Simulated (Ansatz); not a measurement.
Start from `N[SiH2][SiH2]C=O` and change one atom or group to get `N[SiH2][SiH2]S`.

Ansatz, PBE0-D4/def2-TZVP geometries, multiplicity 1. Each molecule was computed in one conformer, which needn't be the lowest.

| property | `N[SiH2][SiH2]C=O` |
| --- | --- |
| size of the dipole moment (ωB97M-V/def2-TZVPP) / D | 3.03 |
| HOMO energy (PBE/def2-TZVPP) / eV | -5.45 |
| LUMO energy (ωB97M-V/def2-TZVPP) / eV | 0.54 |
| ideal-gas entropy at 298 K and 1 bar (rigid rotor, harmonic PBE0-D4/def2-TZVP) / J/(mol·K) | 391 |
| HOMO energy (B3LYP/def2-TZVPP) / eV | -6.66 |
| HOMO energy (PBE0/def2-TZVPP) / eV | -6.87 |

Task: Give the same properties after the change, and the shifts. (An estimate is asked.)

Result: Computed: 
```
                                                                                  property  `N[SiH2][SiH2]S`  shift
                                        size of the dipole moment (ωB97M-V/def2-TZVPP) / D              0.75  -2.28
                                                         HOMO energy (PBE/def2-TZVPP) / eV             -6.03  -0.58
                                                     LUMO energy (ωB97M-V/def2-TZVPP) / eV              1.25   0.71
ideal-gas entropy at 298 K and 1 bar (rigid rotor, harmonic PBE0-D4/def2-TZVP) / J/(mol·K)               372    -19
                                                       HOMO energy (B3LYP/def2-TZVPP) / eV             -7.12  -0.46
                                                        HOMO energy (PBE0/def2-TZVPP) / eV             -7.35  -0.48
```

With PBE0 the HOMO falls by 0.48 eV and the LUMO rises by 1.16 eV, so the gap widens by about 1.64 eV. PBE moves the HOMO by -0.58 eV and ωB97M-V by -0.41 eV. The zero-point energy changes by -21.9 kJ/mol with -3 modes. Dipoles are sizes alone; their direction can turn. Modes under 60 cm⁻¹, often nearly free rotors, make the harmonic entropy too high.

Positive LUMOs are unbound, so they and the gaps depend on the basis.

B3LYP here is the variant with VWN-RPA as its local correlation; programs differ in this.
